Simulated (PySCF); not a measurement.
C2H7BeNO, SMILES C[N]([Be][OH])C.

Geometry optimised at PBE0-D3(BJ)/def2-SVP. The structure was generated by enumeration; whether it is a known compound was not checked. Other conformers were not sampled.

The numbers are results of PBE0-D3(BJ)/def2-SVP (PySCF), not measurements.

Harmonic, unscaled wavenumbers; measured fundamentals usually lie a few per cent lower.

Question: List the normal modes with their intensities. (Estimate from the structure and the level; the computed values follow.)

Answer: 
| mode | ν (cm⁻¹) | IR (km/mol) | Raman (Å⁴/amu) | depolarisation | moving atoms (share of kinetic energy) |
|---|---|---|---|---|---|
| 1 | 120 | 0.1 | 0.4 | 0.75 | C 37 %, H 24 %, O 22 %, N 13 % |
| 2 | 152 | 4.1 | 0.3 | 0.72 | H 55 %, N 27 % |
| 3 | 239 | 0.6 | 0.6 | 0.75 | H 97 % |
| 4 | 262 | 7.5 | 0.3 | 0.74 | H 70 %, Be 15 %, N 9 % |
| 5 | 296 | 124.4 | 0.8 | 0.75 | H 91 %, O 8 % |
| 6 | 349 | 0.6 | 2.0 | 0.50 | C 38 %, H 36 %, O 17 % |
| 7 | 360 | 79.6 | 1.9 | 0.75 | H 48 %, Be 26 %, N 24 % |
| 8 | 475 | 70.9 | 0.1 | 0.75 | Be 79 % |
| 9 | 510 | 240.8 | 5.0 | 0.52 | H 43 %, Be 34 %, O 18 % |
| 10 | 620 | 2.0 | 9.1 | 0.07 | O 34 %, C 31 %, H 20 %, N 13 % |
| 11 | 1023 | 19.1 | 5.6 | 0.65 | C 40 %, H 35 %, N 19 % |
| 12 | 1091 | 1.5 | 1.9 | 0.75 | H 75 %, C 24 % |
| 13 | 1108 | 0.0 | 2.3 | 0.75 | H 80 %, C 20 % |
| 14 | 1169 | 1.5 | 0.1 | 0.73 | H 68 %, C 20 %, N 12 % |
| 15 | 1257 | 86.3 | 0.0 | – | N 59 %, C 32 %, H 9 % |
| 16 | 1261 | 13.3 | 2.4 | 0.17 | H 40 %, N 21 %, C 21 %, Be 12 % |
| 17 | 1430 | 5.9 | 17.8 | 0.75 | H 86 %, C 14 % |
| 18 | 1446 | 0.0 | 40.7 | 0.75 | H 97 % |
| 19 | 1452 | 10.8 | 0.1 | 0.65 | H 97 % |
| 20 | 1458 | 34.7 | 6.9 | 0.61 | H 79 %, C 20 % |
| 21 | 1481 | 17.5 | 2.9 | 0.75 | H 96 % |
| 22 | 1485 | 34.1 | 35.2 | 0.67 | H 89 % |
| 23 | 1615 | 423.6 | 5.2 | 0.23 | Be 58 %, N 23 %, H 12 % |
| 24 | 2971 | 73.4 | 19.9 | 0.75 | H 97 % |
| 25 | 2978 | 117.0 | 309.5 | 0.01 | H 97 % |
| 26 | 3025 | 114.5 | 240.9 | 0.74 | H 91 %, C 9 % |
| 27 | 3035 | 0.1 | 28.8 | 0.75 | H 90 %, C 10 % |
| 28 | 3118 | 23.3 | 59.7 | 0.75 | H 91 %, C 9 % |
| 29 | 3118 | 31.7 | 88.7 | 0.58 | H 91 %, C 9 % |
| 30 | 4029 | 153.4 | 103.6 | 0.24 | H 94 % |
